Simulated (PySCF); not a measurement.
## ¹⁵N shieldings along a series

GIAO PBE0/pcSseg-1 on GFN2-xTB geometries (PySCF 2.14.0 with density-fitted response routines, gas phase, non-relativistic):

```csv
SMILES,IAO charge (e) of N,σ(N) (ppm)
CO[Si@@H](O)[C@H]1C[C@@H]1C#N,-0.263,-21.8
CO[SiH2]C1=C[C@@H]1C#N,-0.258,-17.1
CO[SiH2][C@@H]1C[C@H]1C#N,-0.258,-22.9
CO[SiH2][C@@H]1[SiH2][C@H]1C#N,-0.279,-22.2
CO[SiH2][C@@H]1C[Si@H]1C#N,-0.195,-94.3
```

Question: Fit σ(N) as a line in the IAO charge of N. How well does it hold?

Answer: σ = -279.3 − 972.4 x, with x in e; correlation -0.95, rms deviation 8.8 ppm, largest 14.2 ppm at `CO[SiH2][C@@H]1[SiH2][C@H]1C#N`. A charge says how many electrons sit at the atom, not how easily they circulate, so such a line holds only within like compounds.

Question: A further member, `N#C[C@@H]1C[C@H]1[SiH2]O`, has x = -0.261. What does the line predict, and what does the calculation give?

Answer: The line gives -25.5 ppm; the calculation -22.2 ppm, a difference of 3.3 ppm, within the usual scatter of the fit.
